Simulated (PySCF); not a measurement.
# Electronic absorption of bromine oxoborane

Species: bromine oxoborane, BBrO.
SMILES: `O=BBr`

Computed, not measured: TDDFT B3LYP/def2-SVPD, vertical, gas phase, core orbitals frozen in the response (PySCF). Isolated species at its PBE0-D3(BJ)/def2-SVP geometry, gas phase. Relativistic effects, spin–orbit coupling among them, are left out although an element past zinc is present.

```tsv
state	E (eV)	E (hartree)	f	|μ| (D)	symmetry	main configurations (H = HOMO, L = LUMO)
S1	7.20	0.2644	0.0029	0.33	Π	H-1/H→L (98%)
S2	7.20	0.2644	0.0029	0.33	Π	H-1/H→L (98%)
S3	7.60	0.2792	0.0000	0.00	–	H-1/H→L+1/L+2 (≥96%)
S4	7.74	0.2846	0.0000	0.00	–	H-1/H→L+1/L+2 (≥90%)
S5	7.74	0.2846	0.0000	0.00	–	H-1/H→L+1/L+2 (≥90%)
S6	8.78	0.3226	0.061	1.36	Π	H-3/H-2→L (≥83%)
S7	8.78	0.3226	0.061	1.36	Π	H-3/H-2→L (≥83%)
S8	9.01	0.3312	0.0000	0.00	–	H-3/H-2→L+1/L+2 (≥89%)
S9	9.04	0.3324	0.038	1.05	Π	H-1/H→L+3 (≥86%)
S10	9.04	0.3324	0.038	1.05	Π	H-1/H→L+3 (≥86%)
```

Triplets (Tamm–Dancoff): T1 6.77 eV, H-1/H→L+1/L+2 (≥81%); T2 6.84 eV, H-1/H→L (≥94%); T3 6.84 eV, H-1/H→L (≥94%).

The lowest singlet level (S1/S2) comes at 172 nm (694 kJ/mol) in the vacuum ultraviolet; it is weak. The most intense listed level is S6/S7 at 8.78 eV (141 nm, f = 0.123 summed), 1.58 eV above S1. S1/S2, S4/S5, S6/S7 and S9/S10 lie within about 0.01 eV of each other in each set; the point group C∞v has degenerate representations, and within a degenerate level the listed configurations can mix freely. Löwdin shares by element: HOMO (one of a set within 0.03 eV) bromine 54%, oxygen 32%, boron 14%; LUMO boron 49%, bromine 43%, oxygen 8%. Weighted by f, the mean energy of these states is 8.83 eV. The listed states span 1.85 eV, and the widest gap between neighbours is 1.03 eV (S5 to S6). The oscillator strengths of these states sum to 0.205; summed over the whole spectrum of an exact calculation they would give the number of electrons, 48 (Thomas–Reiche–Kuhn). All these states lie below the vertical ionisation energy of 12.11 eV (ΔSCF). Symmetry labels in C∞v follow from the direction of the transition dipole and are given only for states with f of 0.002 or more. Orbitals of the list HOMO-3 to LUMO+2 that lie within 0.01 eV of each other are written together with a slash and their weights summed (≥ marks a lower bound); for degenerate orbitals outside that list single weights are arbitrary. The window holds the lowest 10 singlets.
